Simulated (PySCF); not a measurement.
Coordinates in bohr (charge 0 multiplicity 1):
```
V     0.0000    0.0000   -0.0968
O     2.4665    0.0000   -1.7581
O    -2.4665    0.0000   -1.7581
F     0.0000    0.0000    3.2204
```

Level of theory: B3LYP/[V def2-SVP, O def2-SVP, F def2-SVP], no relativity, density fitting, PySCF.

This geometry of VO2F is a stationary point at this level.

Task: What is the point group?

Result: C2v.

Task: Is it a minimum?

Result: No: it has 1 imaginary mode, at 107i cm⁻¹ (b1).

Task: List the harmonic modes with their infrared intensities.

Result: 
| symmetry | ω (cm⁻¹) | IR (km/mol) | type |
| --- | --- | --- | --- |
| b1 | 107i | – | bend |
| b2 | 240 | 8.8 | bend |
| a1 | 381 | 0.0 | bend |
| a1 | 753 | 94.2 | stretch |
| a1 | 1120 | 115 | stretch |
| b2 | 1124 | 249 | stretch |

In C2v the vibrations span b1 + 2b2 + 3a1. Here b1 is antisymmetric to the molecular plane and b2 lies in it.

Other isomers or separated fragments may lie lower. At this level a singlet minimum of Cs symmetry lies 5 kJ/mol below this structure.
